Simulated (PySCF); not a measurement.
# `CCC(C)(C)C(=O)[O-]`: 4 charge schemes on one density

Species: C6H11O2 (charge -1).
Numbering: `[CH3:1][CH2:2][C:3]([CH3:4])([CH3:5])[C:6](=[O:7])[O-:8]` (hydrogens: H9, H10, H11 on C1; H12, H13 on C2; H14, H15, H16 on C4; H17, H18, H19 on C5)

Geometry (GFN2-xTB, Å), atoms numbered from 1 in this order:
```
atom  x, y, z in Å
C1     1.911   -0.659    0.501
C2     1.055    0.484   -0.034
C3    -0.434    0.129   -0.146
C4    -1.192    1.352   -0.659
C5    -1.001   -0.323    1.195
C6    -0.554   -1.036   -1.254
O7    -0.318   -0.670   -2.412
O8    -0.840   -2.164   -0.835
H9     1.732   -0.822    1.562
H10    2.973   -0.444    0.362
H11    1.665   -1.573   -0.034
H12    1.186    1.370    0.605
H13    1.400    0.741   -1.039
H14   -1.015    2.230   -0.030
H15   -0.865    1.571   -1.674
H16   -2.263    1.152   -0.684
H17   -0.730    0.371    1.996
H18   -0.631   -1.316    1.433
H19   -2.088   -0.383    1.139
```

Density: PBE0/pcSseg-1 (PySCF); schemes: Mulliken, IAO, Hirshfeld and ESP-fitted. Geometry: GFN2-xTB, one conformer, isolated ion. The pcSseg-1 basis has no diffuse functions, a weakness for an anion.

Atoms with like bonding are taken together and averaged. Do the Mulliken, IAO, Hirshfeld and ESP-fitted schemes agree on where the charge is lowest?

The schemes don't all agree: Mulliken C3 (-0.627); IAO O7/O8 (-0.659); Hirshfeld O7/O8 (-0.413); ESP-fitted O7/O8 (-0.752).

At which atom do the 4 schemes differ most?

At C3: from -0.627 (Mulliken) to +0.543 e (ESP-fitted), 1.170 e apart.

For which atoms does the sign change between the 4 schemes (beyond +0.03 e in one, beyond −0.03 e in another)?

C2, C3 and H12/H13.

Give the atomic charges in each scheme.

In e; atoms taken as equivalent share a row and are averaged (×n: the atom named and its like, n in all):

```
      atom                    environment  Mulliken     IAO  Hirshfeld  ESP-fitted
        C1                  methyl carbon    -0.256  -0.416     -0.129      -0.335
        C2               chain CH2 carbon    -0.166  -0.239     -0.077      +0.182
        C3  sp3 carbon next to a carbonyl    -0.627  -0.032     -0.002      +0.543
     C4/C5                  methyl carbon    -0.136  -0.410     -0.142      -0.572
        C6             carboxylate carbon    +0.512  +0.496     +0.119      +0.669
     O7/O8             carboxylate oxygen    -0.561  -0.659     -0.413      -0.752
H9/H10/H11                methyl hydrogen    +0.096  +0.129     +0.025      +0.058
   H12/H13             methylene hydrogen    +0.083  +0.111     +0.015      -0.073
  H14 (×6)                methyl hydrogen    +0.080  +0.120     +0.016      +0.094
```

Mean size of the charges over all atoms: ESP-fitted 0.277 e, IAO 0.245 e, Mulliken 0.204 e, Hirshfeld 0.086 e. Each set sums to the total charge, -1, to within 0.001 e. The Mulliken scheme counts on each atom the diagonal of the density matrix times the overlap matrix over that atom's basis functions. The IAO scheme counts the electrons in orthogonalised intrinsic atomic orbitals, a minimal basis polarised so that it spans the occupied orbitals exactly.

Some averages cover members that differ in this geometry: C4/C5, ESP-fitted -0.634 to -0.509; H14 (×6), ESP-fitted +0.060 to +0.128; H9/H10/H11, Mulliken +0.073 to +0.133; H14 (×6), Mulliken +0.051 to +0.109 e.

How closely do the schemes follow one another over all atoms?

Correlation coefficient and root-mean-square difference: IAO with Hirshfeld 0.94, 0.183 e; IAO with ESP-fitted 0.86, 0.194 e; Hirshfeld with ESP-fitted 0.85, 0.269 e; Mulliken with IAO 0.83, 0.173 e; Mulliken with Hirshfeld 0.79, 0.187 e; Mulliken with ESP-fitted 0.53, 0.328 e.

Sum the charges by element.

| element | atoms | Mulliken | IAO | Hirshfeld | ESP-fitted |
| --- | --- | --- | --- | --- | --- |
| C | 6 | -0.809 | -1.012 | -0.373 | -0.085 |
| O | 2 | -1.121 | -1.317 | -0.825 | -1.504 |
| H | 11 | +0.930 | +1.329 | +0.199 | +0.589 |

These values come from a run that also computed NMR shieldings. Hardware: an Intel Xeon 6975P-C with one thread (shared host). Cost: 22 s of wall time, 0.86 GiB resident at most.
